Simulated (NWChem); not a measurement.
The numbers come from NWChem runs, not from measurements. System: H₃BS₂, charge 0, spin multiplicity 1, at a geometry optimised with PBE0/def2-SVP. The structure started from a generated list of species. Level: MP2/cc-pVDZ, 11 core orbitals frozen.

Job file:

```
start mol
memory heap 200 mb stack 900 mb global 1100 mb
geometry units angstroms nocenter noautoz
  B      0.000000     0.000000     0.696570
  H      0.000000     0.000000     1.899718
  S     -1.541399     0.000000    -0.221539
  H     -2.356499     0.000000     0.853338
  S      1.541399     0.000000    -0.221539
  H      2.356499     0.000000     0.853338
  symmetry group C2v
end
basis spherical
  * library cc-pvdz
end
scf
  rhf
  nopen 0
  maxiter 100
  thresh 1e-7
  semidirect memsize 60000000 filesize 0
end
mp2
  freeze core 11
end
task mp2 energy
```

Part of the output:

```
             Northwest Computational Chemistry Package (NWChem) 7.3.0
             --------------------------------------------------------

                                NWChem Input Module
                                -------------------

 Scaling coordinates for geometry "geometry" by  1.889725989
 (inverse scale =  0.529177249)

 Turning off AUTOSYM since
 SYMMETRY directive was detected!

                             Geometry "geometry" -> ""
                             -------------------------

 Output coordinates in angstroms (scale by  1.889725989 to convert to a.u.)

  No.       Tag          Charge          X              Y              Z
 ---- ---------------- ---------- -------------- -------------- --------------
    1 B                    5.0000     0.00000000     0.00000000     0.69657000
    2 H                    1.0000     0.00000000     0.00000000     1.89971800
    3 S                   16.0000    -1.54139900     0.00000000    -0.22153900
    4 H                    1.0000    -2.35649900     0.00000000     0.85333800
    5 S                   16.0000     1.54139900     0.00000000    -0.22153900
    6 H                    1.0000     2.35649900     0.00000000     0.85333800

 Effective nuclear repulsion energy (a.u.)     119.2974393933

            Nuclear Dipole moment (a.u.)
            ----------------------------
        X                 Y               Z
 ---------------- ---------------- ----------------
    -0.0000000000     0.0000000000    -0.0000075589

      Symmetry information
      --------------------

 Group name             C2v
 Group number             16
 Group order               4
 No. of unique centers     4

      Symmetry unique atoms

     1    2    3    4


 Summary of "ao basis" -> "" (spherical)
 ------------------------------------------------------------------------------
       Tag                 Description            Shells   Functions and Types
 ---------------- ------------------------------  ------  ---------------------
 *                          cc-pvdz                   on all atoms

 Summary of "ao basis" -> "ao basis" (spherical)
 ------------------------------------------------------------------------------
       Tag                 Description            Shells   Functions and Types
 ---------------- ------------------------------  ------  ---------------------
 B                          cc-pvdz                  6       14   3s2p1d
 H                          cc-pvdz                  3        5   2s1p
 S                          cc-pvdz                  8       18   4s3p1d

                                 NWChem SCF Module
                                 -----------------

  ao basis        = "ao basis"
  functions       =    65
  atoms           =     6
  closed shells   =    20
  open shells     =     0
  charge          =   0.00
  wavefunction    = RHF
  use symmetry    = T
  symmetry adapt  = T

 Summary of "ao basis" -> "ao basis" (spherical)
 ------------------------------------------------------------------------------
       Tag                 Description            Shells   Functions and Types
 ---------------- ------------------------------  ------  ---------------------
 B                          cc-pvdz                  6       14   3s2p1d
 H                          cc-pvdz                  3        5   2s1p
 S                          cc-pvdz                  8       18   4s3p1d

      Symmetry analysis of basis
      --------------------------

        a1         27
[...]
     8      0.846977  1 B  py                31     -0.438329  3 S  py
    54     -0.438329  5 S  py                 5      0.425478  1 B  py
    28     -0.163937  3 S  py                51     -0.163937  5 S  py

 Vector   22  Occ=0.000000D+00  E= 1.306951D-01  Symmetry=a1
              MO Center=  3.6D-14, -1.8D-17,  5.8D-01, r^2= 6.9D+00
   Bfn.  Coefficient  Atom+Function         Bfn.  Coefficient  Atom+Function
  ----- ------------  ---------------      ----- ------------  ---------------
    39      0.996246  4 H  s                 62      0.996246  6 H  s
    16      0.720248  2 H  s                 23     -0.630623  3 S  s
    46     -0.630623  5 S  s                  3     -0.600459  1 B  s
    30      0.412170  3 S  px                32     -0.410609  3 S  pz
    53     -0.412170  5 S  px                55     -0.410609  5 S  pz

 Vector   23  Occ=0.000000D+00  E= 1.824007D-01  Symmetry=b1
              MO Center= -1.6D-14,  2.9D-16,  8.1D-01, r^2= 7.9D+00
   Bfn.  Coefficient  Atom+Function         Bfn.  Coefficient  Atom+Function
  ----- ------------  ---------------      ----- ------------  ---------------
    39      1.108636  4 H  s                 62     -1.108636  6 H  s
    23     -0.951848  3 S  s                 46      0.951848  5 S  s
    32     -0.647326  3 S  pz                55      0.647326  5 S  pz
     7     -0.476858  1 B  px                30      0.395898  3 S  px
    53      0.395898  5 S  px                29     -0.150500  3 S  pz

 center of mass
 --------------
 x =   0.00000000 y =   0.00000000 z =  -0.06937714

 moments of inertia (a.u.)
 ------------------
          48.137979944599           0.000000000000          -0.000000000000
           0.000000000000         630.645200468502           0.000000000000
          -0.000000000000           0.000000000000         582.507220523902

  Mulliken analysis of the total density
  --------------------------------------

    Atom       Charge   Shell Charges
 -----------   ------   -------------------------------------------------------
    1 B    5     4.90   2.00  0.63  0.31  1.47  0.35  0.14
    2 H    1     1.03   0.75  0.26  0.02
    3 S   16    16.12   2.00  2.01  0.89  0.86  6.00  2.34  1.95  0.07
    4 H    1     0.91   0.70  0.18  0.03
    5 S   16    16.12   2.00  2.01  0.89  0.86  6.00  2.34  1.95  0.07
    6 H    1     0.91   0.70  0.18  0.03

       Multipole analysis of the density wrt the origin
       ------------------------------------------------

     L   x y z        total         open         nuclear
     -   - - -        -----         ----         -------
     0   0 0 0     -0.000000      0.000000     40.000000

     1   1 0 0      0.000000      0.000000     -0.000000
     1   0 1 0     -0.000000      0.000000      0.000000
     1   0 0 1      0.770351      0.000000     -0.000008

     2   2 0 0    -22.505309      0.000000    311.165843
     2   1 1 0      0.000000      0.000000      0.000000
     2   1 0 1     -0.000000      0.000000     -0.000000
     2   0 2 0    -26.605273      0.000000      0.000000
     2   0 1 1      0.000000      0.000000      0.000000
     2   0 0 2    -24.650807      0.000000     32.360605

                   NWChem MP2 Semi-direct Energy/Gradient Module
                   ---------------------------------------------

  Basis functions       =     65
  Molecular orbitals    =     65
  Frozen core           =     11
  Frozen virtuals       =      0
  Active alpha occupied =      9
  Active beta occupied  =      9
  Active alpha virtual  =     45
  Active beta virtual   =     45
  Use MO symmetry       = T
  Use skeleton AO sym   = T

  AO/Fock/Back tols     =   1.0D-09  1.0D-09  1.0D-09

 GA uses MA = F    GA memory limited = T

 Available:
  local mem=  1.26D+08
 global mem=  1.44D+08
 local disk=  0.00D+00
  mp2_memr nvloc                    45
  nvloc new                    45
   1 passes of   9:        3145728                      18946                   2948572.
   1 passes of   9: M    126152330           G      144170750           F     123006602.

 Semi-direct pass number   1 of   1  for RHF alpha+beta  at        0.8s
  vrange nnbf                  2136
  mp2_eaftype                    11  avail_ma_in_mb                  1099
 EAF : mp2_eaftype filesize          11    1474286.
  mp2_eaf for mointskh                     11
Node 0 wrote      6.9 Mb in      0.0 s     Agg I/O rate:  6238.1 Mb/s
 Done moints_semi at        3.2s
  mp2_eaftype                    11  avail_ma_in_mb                  1088
 EAF : mp2_eaftype filesize          11    1474286.
  mp2_eaf for kh                    11
 Done maket at        3.3s
 Done multipass loop at        3.3s

          -------------------------------------------
          SCF energy                -821.552049586192
          Correlation energy          -0.355177209098
          Singlet pairs               -0.227699612665
          Triplet pairs               -0.127477596432
          Total MP2 energy          -821.907226795290
          -------------------------------------------

          ---------------------------------------------------
                    Spin Component Scaled (SCS) MP2
          Same spin pairs                     -0.084985064288
          Same spin scaling factor             0.333333333333
          Opposite spin pairs                 -0.270192144810
          Opposite spin scaling fact.          1.200000000000
          SCS-MP2 correlation energy          -0.352558928534
          Total SCS-MP2 energy              -821.904608514726
          ---------------------------------------------------

 -----------------------
 Performance information
 -----------------------

 Timer overhead =  1.21D-07 seconds/call

               Nr. of calls         CPU time (s)                 Wall time (s)                GFlops
             ---------------    -------------------     ------------------------------   -------------------
Name         Min   Avg   Max    Min     Avg     Max     Min     Avg     Max   Mx/calls   Min     Max     Sum
mp2: moin     1     1     1    2.5     2.5     2.5      2.5     2.5     2.5     2.5      0.0     0.0     0.0
mp2: make     1     1     1   2.21E-2 2.21E-2 2.21E-2  2.21E-2 2.21E-2 2.21E-2 2.21E-2   0.0     0.0     0.0
mp2: tota     1     1     1    2.5     2.5     2.5      2.5     2.5     2.5     2.5      0.0     0.0     0.0

 The average no. of pstat calls per process was 3.00D+00
 with a timing overhead of 3.63D-07s

 Task  times  cpu:        3.2s     wall:        3.2s

 Total times  cpu:        3.3s     wall:        3.3s
```
